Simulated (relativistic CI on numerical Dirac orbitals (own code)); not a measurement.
**Charge states of europium**

These numbers are calculated, not measured: Dirac-Coulomb-Breit CI, separate exchange-only KLI orbitals for each configuration, model QED, valence Slater integrals scaled by 0.9 (own radial code, finite nucleus).

Each species is treated in one configuration, given outside its closed core. Radial values are for the open shell of highest l, unscaled and averaged over j; ζ includes the Breit term. Labels give the leading LS character, summed over repeated terms.

```tsv
Ion	Configuration	Its lowest level	LS weight (%)	⟨r⟩ (bohr)	⟨r²⟩ (bohr²)	g_J	g√(J(J+1))	F² (cm⁻¹)	F⁴ (cm⁻¹)
Eu	4f7 6s2	8S°_7/2	98	0.9724	1.33	1.994	7.91	98820	61340
Eu⁺	4f7 6s	9S°_4	98	0.9632	1.277	1.995	8.92	99350	61680
Eu²⁺	4f7	8S°_7/2	98	0.9494	1.21	1.995	7.92	100300	62290
Eu³⁺	4f6	7F_0	94	0.8759	0.9875		0.00	109600	68520
Eu⁴⁺	4f5	6H°_5/2	95	0.823	0.8494	0.297	0.88	117800	74050
Eu¹⁰⁺	4d10 4f5 5s2	6H°_5/2	96	0.7494	0.6754	0.295	0.87	131700	83660
Eu¹¹⁺	4d10 4f4 5s2	5I_4	97	0.7222	0.6224	0.604	2.70	137800	87810
Eu¹²⁺	4d10 4f3 5s2	4I°_9/2	96	0.698	0.5775	0.734	3.65	143600	91810
Eu¹³⁺	4d10 4f2 5s2	3H_4	95	0.6763	0.539	0.809	3.62	149200	95670
Eu¹⁴⁺	4d10 4f2 5s	4H_7/2	97	0.668	0.524	0.672	2.67	151500	97290
Eu¹⁵⁺	4d10 4f2	?	?	?	?	?	?	?	?
Eu¹⁶⁺	4d10 4f	2F°_5/2	100	0.6408	0.4779	0.855	2.53		
Eu¹⁷⁺	4d10	1S_0	100				0.00		
Eu¹⁸⁺	4d9	2D_5/2	100	0.5954	0.4058	1.198	3.54		
Eu¹⁹⁺	4d8	3F_4	93	0.5884	0.3961	1.232	5.51	171900	116400
Eu²⁰⁺	4d7	4F_9/2	75	0.5816	0.3868	1.271	6.32	173900	117900
Eu²¹⁺	4d6	5D_4	61	0.575	0.3779	1.371	6.13	175900	119300
Eu²²⁺	4d5	6S_5/2	53	0.5686	0.3694	1.724	5.10	177800	120700
Eu²³⁺	4d4	J = 0 (mixed)	50	0.5624	0.3613		0.00	179700	122100
Eu²⁴⁺	4d3	4F_3/2	65	0.5563	0.3534	0.588	1.14	181600	123400
Eu²⁵⁺	4d2	3F_2	82	0.5504	0.3459	0.733	1.80	183400	124800
Eu²⁶⁺	4d	2D_3/2	100	0.5446	0.3386	0.797	1.54		
Eu²⁷⁺	3d10 4s2 4p6	1S_0	100				0.00		
Eu²⁸⁺	3d10 4s2 4p5	2P°_3/2	100	0.5277	0.3146	1.331	2.58
```

Task: Fill in the row of Eu¹⁵⁺.

Result: Its lowest level 3H_4; LS weight (%) 95; ⟨r⟩ (bohr) 0.6586; ⟨r²⟩ (bohr²) 0.5069; g_J 0.809; g√(J(J+1)) 3.62; F² (cm⁻¹) 154200; F⁴ (cm⁻¹) 99210.
